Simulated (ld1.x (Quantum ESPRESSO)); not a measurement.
# Ranking TM potentials for Pd (Z = 46)

All share these settings but for the change named:

ld1.x (Quantum ESPRESSO) 7.5 input, shortened:

```
&input
   title='Pd', zed=46., rel=1, dft='PBESOL', iswitch=3,
   config='[Kr] 4d10 5s0'
 /
 &inputp
   pseudotype=2, tm=.true., lloc=-1, rcloc=1.70,
   nlcc=.true., new_core_ps=.true.
 /
3
4S  1  0   2.00   0.00  1.60  1.60  0.0
4P  2  1   6.00   0.00  1.70  1.70  0.0
4D  3  2  10.00   0.00  1.40  1.40  0.0
 &test
   configts(1)='4s2 4p6 4d10 5s0'
 /
```

Cutoff: the first of the cutoffs (Ry, on a coarse ladder) from which the occupation-weighted sum of valence levels, in a spherical-Bessel basis at the reference potential, stays within 10 and 1 mRy of its value at 400 Ry; the density cutoff is not measured.

The base gives 70 Ry.

Of 5 variants that were run, those that failed, showed a ghost or another fault, or gave nearly equal values are left out.

A variant can come out equal or close to the base.

Problem. Rank these variants from softest to hardest (loose cutoff).
A. all radii but the core radius scaled by about 1.15 (s 1.84, p 1.96, d 1.62 bohr); local potential all-electron potential smoothed inside 1.96 bohr (lloc = -1)
B. all radii but the core radius scaled by about 0.75 (s 1.20, p 1.28, d 1.06 bohr); local potential all-electron potential smoothed inside 1.28 bohr (lloc = -1)
C. all radii but the core radius scaled by about 1.36 (s 2.18, p 2.32, d 1.90 bohr); local potential all-electron potential smoothed inside 2.32 bohr (lloc = -1)
D. all radii but the core radius scaled by about 0.91 (s 1.46, p 1.54, d 1.28 bohr); local potential all-electron potential smoothed inside 1.54 bohr (lloc = -1)

Solution. C (55 Ry), A (70 Ry), D (80 Ry), B (120 Ry).
